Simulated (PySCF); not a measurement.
## Stretching HgC⁺

Set-up: PySCF, scalar-relativistic core potentials, basis sets Hg def2-SVP with ECP60, C def2-SVP. Energies in eV from Hg⁺ + C in their ground configurations at the same level. State: ²Π (doublet), unpaired electrons π ↑.

All columns are PBE0. A positive dipole points towards C; it is taken about the centre of mass and depends on that origin.

```json
{"R (Å)": "1.876", "E (eV)": "-1.400", "μ (D)": "0.16", "Mulliken charge on Hg (basis-dependent)": "0.83", "HOMO (eV)": "-14.72", "LUMO (eV)": "-11.25", "Mayer bond order": "1.32", "⟨S²⟩": "0.76"}
{"R (Å)": "1.963", "E (eV)": "-1.678", "μ (D)": "0.45", "Mulliken charge on Hg (basis-dependent)": "0.80", "HOMO (eV)": "-14.76", "LUMO (eV)": "-11.21", "Mayer bond order": "1.24", "⟨S²⟩": "0.76"}
{"R (Å)": "2.050", "E (eV)": "-1.825", "μ (D)": "0.76", "Mulliken charge on Hg (basis-dependent)": "0.77", "HOMO (eV)": "-14.79", "LUMO (eV)": "-11.17", "Mayer bond order": "1.17", "⟨S²⟩": "0.76"}
{"R (Å)": "2.116", "E (eV)": "-1.875", "μ (D)": "0.99", "Mulliken charge on Hg (basis-dependent)": "0.75", "HOMO (eV)": "-14.81", "LUMO (eV)": "-11.15", "Mayer bond order": "1.12", "⟨S²⟩": "0.76"}
{"R (Å)": "2.181", "E (eV)": "-1.886", "μ (D)": "1.24", "Mulliken charge on Hg (basis-dependent)": "0.73", "HOMO (eV)": "-14.83", "LUMO (eV)": "-11.13", "Mayer bond order": "1.08", "⟨S²⟩": "0.77"}
{"R (Å)": "2.246", "E (eV)": "-1.869", "μ (D)": "1.49", "Mulliken charge on Hg (basis-dependent)": "0.72", "HOMO (eV)": "-14.86", "LUMO (eV)": "-11.12", "Mayer bond order": "1.04", "⟨S²⟩": "0.78"}
{"R (Å)": "2.334", "E (eV)": "-1.816", "μ (D)": "1.82", "Mulliken charge on Hg (basis-dependent)": "0.70", "HOMO (eV)": "-14.83", "LUMO (eV)": "-11.11", "Mayer bond order": "0.99", "⟨S²⟩": "0.79"}
{"R (Å)": "2.443", "E (eV)": "-1.720", "μ (D)": "2.24", "Mulliken charge on Hg (basis-dependent)": "0.68", "HOMO (eV)": "-14.71", "LUMO (eV)": "-11.09", "Mayer bond order": "0.92", "⟨S²⟩": "0.83"}
{"R (Å)": "2.574", "E (eV)": "-1.586", "μ (D)": "2.70", "Mulliken charge on Hg (basis-dependent)": "0.66", "HOMO (eV)": "-14.59", "LUMO (eV)": "-11.06", "Mayer bond order": "0.83", "⟨S²⟩": "0.91"}
{"R (Å)": "2.748", "E (eV)": "-1.407", "μ (D)": "3.19", "Mulliken charge on Hg (basis-dependent)": "0.65", "HOMO (eV)": "-14.48", "LUMO (eV)": "-11.06", "Mayer bond order": "0.71", "⟨S²⟩": "1.03"}
```

A fit through these points gives, at Re = 2.172 Å, μ = 1.20 D and dμ/dR = 3.77 D/Å; the reduced mass is 11.33 u.

Task: How strong is the fundamental in the double-harmonic approximation, I = 42.26·(dμ/dR)²/μred km/mol?

Result: I = 42.26·(3.77)²/11.33 = 53.0 km/mol at PBE0.

⟨S²⟩ of the unrestricted solution departs from its pure value on part of the curve, where spin states mix. These are scalar-relativistic numbers at best; spin–orbit coupling would shift them, the dissociation energy most. For an ion De counts to the pair picked by the measured ionisation energies or electron affinities, which need not be the lowest pair at this level. The state was picked by a PBE0 search and need not be the measured ground state.
